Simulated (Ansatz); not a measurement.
Reaction (formal exchange of groups at the Al–Ge bond): `O=[CH][GeH2][AlH2]` + `N/C=C/C=O` → `O=C/C=[CH]/[AlH2]` + `[NH2][GeH2][CH]=O`

Program: Ansatz. Geometries: PBE0-D4/def2-TZVP. ΔE: electronic, gas phase. CCSD(T)/CBS is the MP2 limit (def2-TZVPP, def2-QZVPP) plus CCSD(T) − MP2 in def2-TZVPP, frozen cores. Double bonds are as drawn, so ΔE can hold a change between cis and trans. DFT in def2-TZVPP. For Ge outer-core shells are correlated without core-valence functions, which leaves a few kJ/mol of doubt a bond. Scalar relativity is left out up to krypton. Each species was taken in one conformer, which may not be the lowest.

CCSD(T)/CBS gives +4.5 kJ/mol.

(1) Another level gave +51.0 kJ/mol. Which?
A. ωB97M-V/def2-TZVPP
B. PBE/def2-TZVPP
C. SCS-MP2/def2-TZVPP
D. PBE0/def2-TZVPP

Largest T1 diagnostic among the species: 0.016.

Answers

(1) B. PBE 51.0, SCS-MP2/def2-TZVPP -5.9, PBE0 40.4, ωB97M-V 11.1 kJ/mol.

From PBE to PBE0 (25 % exact exchange), in def2-TZVPP and without D4, ΔE moves by −10.5 kJ/mol.
